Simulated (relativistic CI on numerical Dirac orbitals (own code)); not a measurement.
## Mn⁺ in a cubic cluster: L2,3 absorption with charge transfer

Computed with a charge-transfer multiplet model of a cubic metal-ligand cluster with up to 3 ligand holes, Slater and spin-orbit integrals from Dirac-Coulomb-Breit ions, Slater integrals scaled by 0.8. The parameters are those of a tetrahedral site (10Dq negative, t2 hopping the larger). The ground state mixes d6 with configurations of k ligand holes L, whose averages lie at kΔ + k(k − 1)U_dd/2; a core hole lowers each added d electron by U_cd. 20 K, Lorentzian 0.4 eV and Gaussian 0.3 eV FWHM.

Atomic integrals in eV (Slater integrals scaled, ζ unscaled), ground: F2dd 7.203, F4dd 4.433, zeta_d 0.031; with the core hole: F2dd 7.920, F4dd 4.884, zeta_d 0.046, zeta_core 6.798, F2cd 4.549, G1cd 3.306, G3cd 1.876.

Cluster parameters (eV): Δ = 4.9, U_cd = 6, 10Dq = -0.4, 10Dq(ligand) = 0, V(eg) = 0.82, V(t2g) = -1.4, final-state hopping factor = 1.

| Case | n_d | d6 | d7L | d8L2 | d9L3 | S |
| --- | --- | --- | --- | --- | --- | --- |
| U_dd = 3.8 eV | 6.13 | 0.87 | 0.12 | 0.00 | 0.00 | 2.00 |
| U_dd = 4.5 eV | 6.13 | 0.87 | 0.12 | 0.00 | 0.00 | 2.00 |
| U_dd = 5.2 eV | 6.13 | 0.87 | 0.12 | 0.00 | 0.00 | 2.00 |
| U_dd = 6.6 eV | 6.13 | 0.87 | 0.12 | 0.00 | 0.00 | 2.00 |
| U_dd = 7.3 eV | 6.13 | 0.88 | 0.12 | 0.00 | 0.00 | 2.00 |

Weights, n_d and S are thermal averages at 20 K. Photon energies count from the first peak over 30 % of the highest in each spectrum, which can be another peak from case to case. The parameters are a model scan and need not match a compound or its usual spin state. Peaks in eV (height, largest 100):
- U_dd = 3.8 eV: -1.6 (12), 0.0 (100), 2.0 (27), 3.0 (13), 5.1 (5), 10.2 (26), 10.9 (31), 12.6 (8), 13.0 (8)
- U_dd = 4.5 eV: 0.0 (100), 2.1 (27), 3.2 (13), 10.9 (31), 12.8 (9), 13.1 (8)
- U_dd = 5.2 eV: 0.0 (100), 2.2 (27), 3.2 (13), 10.9 (31), 12.8 (9), 13.2 (8)
- U_dd = 6.6 eV: 0.0 (100), 2.3 (27), 3.4 (14), 11.1 (31), 12.9 (9), 13.3 (8)
- U_dd = 7.3 eV: 0.0 (100), 2.3 (28), 3.4 (14), 11.0 (31), 12.9 (9), 13.3 (8)

For the case U_dd = 5.2 eV, Δ = 4.9 eV is smaller than U_dd = 5.2 eV, the charge-transfer side of the Zaanen-Sawatzky-Allen scheme. With the core hole the configuration with one ligand hole lies at Δ + U_dd − U_cd = 2.7, 3.4, 4.1, 5.5, 6.2 eV from the one without, in the order of the table; where this is negative the screened configuration lies lower, though the effective hopping of about 2.5 eV (from the holes of the mixed ground state) mixes the two strongly wherever it is as large as the gap.
